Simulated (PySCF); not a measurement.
# Hf⁶²⁺ (hafnium, charge +62): Hartree-Fock from Schrödinger to Dirac-Coulomb-Breit

Occupied: 1s1/2, 2s1/2, 2p1/2, 2p3/2. Hartree-Fock calculated with PySCF 2.14 in an uncontracted even-tempered set (19 s from 15 bohr⁻², ratio 2.3; 15 p from 17 bohr⁻², ratio 2.3), Gaussian nucleus throughout. NR is non-relativistic, sf-X2C the spin-free one-electron X2C Hamiltonian, X2C adds the bare one-electron spin-orbit term, X2C-SNSO screens it by Boettger's factors, DC is four-component Dirac-Coulomb, and the Gaunt and Breit terms are added at first order (total energies over the DC spinors, levels after relaxing the spinors in that mean field). QED terms are absent. Levels marked empty are virtual spinors of this ion.

```csv
Hamiltonian,E (hartree)
NR,-9751.6506
sf-X2C,-10403.5081
X2C,-10416.9341
X2C-SNSO,-10416.1455
DC,-10420.9605
DC+Gaunt,-10407.9685
DC+Breit,-10409.0936
```

```tsv
level (eV)	NR	sf-X2C	X2C	X2C-SNSO	DC	DC+Gaunt	DC+Breit
1s1/2	-65945.9	-71071.7	-71057.3	-71058.2	-71138.1	-70922.8	-70936.9
2s1/2	-14920.4	-16396.6	-16393.1	-16393.3	-16404.6	-16381.1	-16382.7
2p1/2	-14548.2	-15055.8	-15966.3	-15936.6	-15944.6	-15903.3	-15907.4
2p3/2	-14548.2	-15055.8	-14687.9	-14697.6	-14705.4	-14677.8	-14682.0
3s1/2 (empty)	-6214.4	-6681.3	-6680.7	-6680.8	-6683.5	-6677.2	-6678.0
3p1/2 (empty)	-6087.8	-6293.2	-6535.6	-6527.8	-6529.9	-6519.2	-6520.6
3p3/2 (empty)	-6087.8	-6293.2	-6193.8	-6196.4	-6198.1	-6191.0	-6192.5
```

Q: How large are the two-electron picture-change error of X2C and the Breit correction in the total energy?

A: X2C-1e lies 4.0265 hartree above Dirac-Coulomb; Gaunt adds 12.9920 and the full Breit term 11.8670 hartree.

```csv
interval (eV),X2C,X2C-SNSO,DC,DC+Gaunt,DC+Breit
2p3/2 − 2p1/2,1278,1239,1239,1225,1225
3p3/2 − 3p1/2,341.8,331.4,331.8,328.2,328.2
```

Weight of the small component: 1s1/2 0.0734, 2s1/2 0.0171, 2p1/2 0.0170, 2p3/2 0.0156, 3s1/2 0.00674, 3p1/2 0.00668, 3p3/2 0.00631.

Koopmans' value for the highest occupied level at DC+Breit: 14682.0 eV, against an ionisation energy of 14678 ± 15 eV (theoretical estimate listed by NIST; NIST Atomic Spectra Database, ionization energies); the former lacks relaxation, correlation, QED and recoil.

The whole ladder took 190 s of wall time on 1 thread of Neoverse-N1 (shared host), launched as `OMP_NUM_THREADS=1 python relrun2.py TASK.json OUT` (a driver that calls PySCF for each Hamiltonian).

Dirac-Coulomb iterations, started from the X2C spinors:

```
with_ssss True, with_gaunt False, with_breit False
light speed = 137.03599967994
init E= -10348.8604728867
cycle= 1 E= -10420.9587274275  delta_E= -72.1  |g|= 2.97  |ddm|= 0.112
cycle= 2 E= -10420.9605433187  delta_E= -0.00182  |g|= 0.0352  |ddm|= 0.00371
cycle= 3 E= -10420.9605447146  delta_E= -1.4e-06  |g|= 0.00095  |ddm|= 0.000143
cycle= 4 E= -10420.9605447156  delta_E= -1.07e-09  |g|= 4.89e-06  |ddm|= 3.33e-06
```
